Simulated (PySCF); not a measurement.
A run for PySCF: R-B3LYP/6-311+G** on CH5F (a complex), monomers drawn apart or pushed together.

```python
from pyscf import gto, scf, dft, mp
from pyscf.data.elements import chemcore

mol = gto.M(
    atom='''
    F    -0.30930747   -0.02402792   -0.31728572
    H    -0.24903741   -0.01129726    0.60755849
    C    -0.01254614   -0.03314966    3.23382224
    H    -0.21581723    0.98322356    2.89402934
    H     0.06487830   -0.02652708    4.31948402
    H    -0.82740714   -0.69888650    2.94693743
    H     0.93036173   -0.38935359    2.81787564
    ''',
    basis='6-311+g**',
    charge=0, spin=0, verbose=3, max_memory=1800)
mf = dft.RKS(mol, xc='b3lyp')
mf.conv_tol = 1e-8
mf.max_cycle = 100
mf.kernel()
if not mf.converged:
    mf = mf.newton().run(mf.mo_coeff, mf.mo_occ)
```

The log:

```
converged SCF energy = -141.017666661271
```

The run converged.

Cost: about 4 core-seconds (a rough figure).
